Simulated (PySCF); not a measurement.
## Computed structure and properties of [Ce(NH)(H2O)2]+

System: [Ce(NH)(H2O)2]+ (singlet in the valence; each metal's 4f electrons, 1 of them, lie in its core potential, out of spins and levels); start: displaced along the imaginary mode (Cs). Method: PySCF 2.14.0, RKS BP86, Ce lcecp-1-SVP with ECP47, N def2-SVP, H def2-SVP, O def2-SVP; non-relativistic Hamiltonian with scalar-relativistic core potentials where named; density fitting; no spin-orbit coupling.

Input of the relaxation:

```python
mol = gto.M(atom='''
Ce    -0.07591     0.00000    -0.00313
N      1.89488    -0.00006     0.02558
H      2.92685    -0.00010     0.03610
O     -0.54386     2.58290     0.00680
H     -0.11663     3.15173     0.72630
H     -0.60875     3.17181    -0.81244
O     -0.54403    -2.58286     0.00680
H     -0.11684    -3.15172     0.72630
H     -0.60896    -3.17177    -0.81244''',
    basis={'Ce': 'lcecp-1-SVP', 'N': 'def2-SVP', 'H': 'def2-SVP', 'O': 'def2-SVP'},
    ecp={'Ce': 'lcecp-1-SVP'},
    charge=1, spin=0)
mf = dft.RKS(mol, xc='B88,P86')
mf.grids.atom_grid = (50, 194)  # f atoms: unpruned, at least (60, 302)
mf = mf.density_fit()  # fitting sets: Ce AutoAux, N def2-universal-JKFIT, H def2-universal-JKFIT, O def2-universal-JKFIT
mf.conv_tol = 1e-08; mf.max_cycle = 55
mf.kernel(dm0)  # dm0: converged density of the start geometry
# quasi-Newton relaxation in Cartesian coordinates to a largest gradient under 0.00045 Eh/bohr, steps kept in the point group
```

Run from Python with OMP_NUM_THREADS=2; the lines above give its settings. Where DIIS fails, smearing, a level shift and second-order steps follow.
It took 2.9 min on 2 threads of Arm Neoverse V2, with other jobs on the host, from the converged density of the start.

Course of the relaxation:

```csv
step,energy above end (eV),largest force component within the symmetry (eV/Å)
0,0.4252,1.266
1,0.3186,0.181
2,0.2953,0.198
3,0.2843,0.518
4,0.2690,0.652
5,0.2403,0.596
6,0.1894,0.447
7,0.1438,0.588
34,0.0004,0.037
35,0.0003,0.035
36,0.0002,0.042
37,0.0001,0.038
38,0.0000,0.025
39,0.0000,0.011
```
(The steps between are left out.)

Relaxed geometry (Cs):

```xyz
9

Ce    0.2476    0.0000   -1.0492
N     1.8955   -0.0001    0.0415
H     2.7689   -0.0001    0.5913
O    -0.4255    2.2608   -0.1377
H     0.2194    2.6307    0.5005
H    -1.1462    2.9189   -0.2046
O    -0.4257   -2.2608   -0.1377
H     0.2192   -2.6307    0.5005
H    -1.1464   -2.9188   -0.2046
```

```tsv
contact	Å
Ce1–N2 (NH)	1.976
Ce1–O4 (H2O)	2.529
Ce1–O7 (H2O)	2.529
```

On the finer grid (75, 302):

```
HOMO                                                          : -8.79 eV
LUMO                                                          : -5.71 eV
Dipole about the centre of mass                               : 4.60 D
Set of Mulliken populations of Ce1 outside the core potential : s 2.16, p 6.14, d 1.87, f 0.06
D3(BJ) dispersion energy (not in the energies)                : -0.266 eV
```

```csv
atom,Mulliken (e),Löwdin (e),spin (e)
Ce1,0.77,0.67,0.00
N2,-0.34,-0.31,0.00
H3,0.14,0.08,0.00
O4,-0.28,-0.01,0.00
H5,0.26,0.15,0.00
H6,0.23,0.14,0.00
O7,-0.28,-0.01,0.00
H8,0.26,0.15,0.00
H9,0.23,0.14,0.00
```

The 4f levels lie in the core potential and are missing. Their spin isn't counted.

On the grid (50, 194), as all that follows. Harmonic modes: a minimum within the noise of the softest modes; lowest 30 cm⁻¹ (negative: unstable), highest 3748 cm⁻¹, zero-point energy 1.636 eV.

Rigid scan of NH along the line from its metal, all other atoms held (where the atom bridges, its other bond changes as well):

(distance to N2 (Å), energy (eV)): (1.68, 2.049), (1.78, 0.792), (1.88, 0.173), (1.98, 0.000), (2.08, 0.131), (2.18, 0.463), (2.28, 0.920), (2.43, 1.727)

Taking off one H2O (charge 0, singlet; the rest: singlet) in vacuum, both parts rigid, costs 1.48 eV; the small basis without counterpoise inflates it.

Rigid scan of H2O along the line from its metal, all other atoms held (where the atom bridges, its other bond changes as well):

(distance to O4 (Å), energy (eV)): (2.23, 0.354), (2.33, 0.133), (2.43, 0.028), (2.53, 0.000), (2.63, 0.022), (2.73, 0.074), (2.93, 0.222), (3.23, 0.459), (3.63, 0.719), (4.13, 0.941)

One start shape was tried, so this needn't be the lowest isomer.

An lcecp potential fixes the number of 4f electrons, so in runs with it no electron can move into or out of that shell.
